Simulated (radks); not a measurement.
Question: These are the eigenvalues of the occupied orbitals of an atom or ion with whole-number occupations (eV). Calculated with a radial shooting solver on a logarithmic mesh with Libxc functionals: Dirac Kohn-Sham, BLYP, spin-unpolarised, spherical densities, finite nucleus; Fermi nuclear charge, rms radius of each element as measured or else 0.836 A^(1/3) + 0.57 fm.

| orbital | eigenvalue |
|---|---|
| 1s1/2 | -30395.23 |
| 2s1/2 | -4714.886 |
| 2p1/2 | -4418.488 |
| 2p3/2 | -4166.530 |
| 3s1/2 | -1008.931 |
| 3p1/2 | -887.7651 |
| 3p3/2 | -841.2119 |
| 3d3/2 | -627.1990 |
| 3d5/2 | -617.5125 |
| 4s1/2 | -250.0100 |
| 4p1/2 | -208.3735 |
| 4p3/2 | -199.3198 |
| 4d3/2 | -132.1184 |
| 4d5/2 | -130.6734 |

Which element is it, and in what charge state? The configuration may be excited. Open shells, if any, fill j = l - 1/2 first.

Answer: Z = 51, antimony, charge +7: Sb7+ in [Kr] 4d8. The list shows which subshells hold electrons but not how many an open one holds; the 1s level, -1117 hartree, gives Z - s = 47.3 by -(Z - s)^2/2, which with screening and relativity narrows Z to a few neighbours, and the depths of the outer levels then fix element, charge and occupations together.
